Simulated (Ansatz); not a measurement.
Z-matrix (Å, degrees):
```
C
B 1 1.572
H 1 1.089 2 114.0
H 1 1.094 2 108.3 3 121.5
H 1 1.094 2 108.3 3 -121.5
O 2 1.337 1 117.1 3 -0.3
F 2 1.330 1 122.3 3 179.8
```

Charge 0, multiplicity 2.

(1) List the r2SCAN/def2-TZVPP orbital energies in eV (Ansatz 0.2.0). (Estimate.)

Answers

(1) The calculation gave: α occupied: -666.66, -517.73, -273.26, -182.24, -32.11, -27.10, -18.96, -14.01, -12.25, -12.09, -11.92, -10.66, -10.65, -9.83, -9.25, -8.77. α empty: 0.23, 0.84, 2.72, 2.88, 3.02, 3.41, 4.64, 4.65. β occupied: -666.63, -516.97, -273.21, -182.26, -32.04, -25.17, -18.78, -13.86, -11.87, -11.84, -11.29, -10.59, -10.45, -8.87, -8.71. β empty: -5.76, 0.31, 0.92, 2.89, 2.94, 3.11, 3.59, 4.69. ⟨S²⟩ = 0.755.
